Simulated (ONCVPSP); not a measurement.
**What one change does to a pseudopotential (iridium (Ir), ONCV)**

iridium, optimised norm-conserving Vanderbilt (ONCV), made with ONCVPSP 4.0.1 (BLYP, scalar-relativistic). Core [Xe] 4f14, reference 5d7 6s1 6p1. Waves: 6s: rc 2.35 bohr, ncon 3, nbas 8, qcut 2.1 1/bohr, 2 projectors, debl 2.4 Ha; 6p: rc 3.65 bohr, ncon 3, nbas 8, qcut 2.7 1/bohr, 1 projector; 5d: rc 1.75 bohr, ncon 4, nbas 9, qcut 7.6 1/bohr, 1 projector. Local part: polynomial inside 1.50 bohr (lpopt 5, dvloc0 0 Ha). Core correction: polynomial model core, fcfact 0.55.

All-electron outer shells of the reference configuration (BLYP, scalar-relativistic, ld1.x):

| shell | level (eV) | outermost node (bohr) | outermost maximum (bohr) |
| --- | --- | --- | --- |
| 4f | -63.89 | – | 0.39 |
| 5p | -56.45 | 0.54 | 1.01 |
| 5d | -8.77 | 0.59 | 1.29 |
| 6s | -7.57 | 1.17 | 2.35 |
| 6p | -2.07 | 1.39 | 3.34 |

Change: s: qcut 2.7.

Cutoffs: the cutoffs (Ha) at which the residual kinetic energy of the hardest occupied pseudo-wave falls to 1 and 0.1 mHa per electron; they do not see the model core or the augmentation charge, which bear on the density cutoff. Errors are all-electron minus pseudo energies relative to the spin-unpolarised reference configuration.

Q: Predict the effect on cutoff, ghosts and configuration errors.

A: The potential gets softer (21 Ha and 43 Ha → 19 Ha and 30 Ha); both files keep a bound ghost (p, s); of the 4 tests that both files solve, the error grows in 3 and shrinks in 0 by more than 15 % and 0.3 meV (median size 13.7 → 24.3 meV).

| quantity | base | changed |
| --- | --- | --- |
| cutoff, loose | 21 Ha | 19 Ha |
| cutoff, tight | 43 Ha | 30 Ha |
| loose cutoff by channel | s 21 Ha, p 1.0 Ha, d 19 Ha | s 4.3 Ha, p 1.0 Ha, d 19 Ha |
| bound ghosts | s, p | s, p |
| GHOST(+) flags under 300 eV | none | none |
| error for 5d7 6s2 6p0, meV [ΔE -5.28 eV] | +1.1 | +2.4 |
| error for 5d7 6s1 6p0, meV [ΔE 4.57 eV] | -7.6 | -7.3 |
| error for 5d7 6s0 6p0, meV [ΔE 22.11 eV] | -35 | -41 |
| error for 5d6 6s2 6p0, meV [ΔE 6.75 eV] | -20 | -50 |
| s: phases at 2.38 bohr within 0.05 rad from the reference energy up to (Ha; the scan ends near 5) | 3.2 | 3.2 |
| p: phases at 3.71 bohr within 0.05 rad from the reference energy up to (Ha; the scan ends near 5) | 0.7 | 0.7 |
| d: phases at 1.78 bohr within 0.05 rad from the reference energy up to (Ha; the scan ends near 5) | 2.9 | 2.9 |
| rms error of d²Exc/dni dnj with the model core, mHa | 0.47 | 0.47 |

 A true bound ghost makes a file unfit for plane-wave use even where its test errors are small: the radial tests pick states by their node count and pass the ghost by.
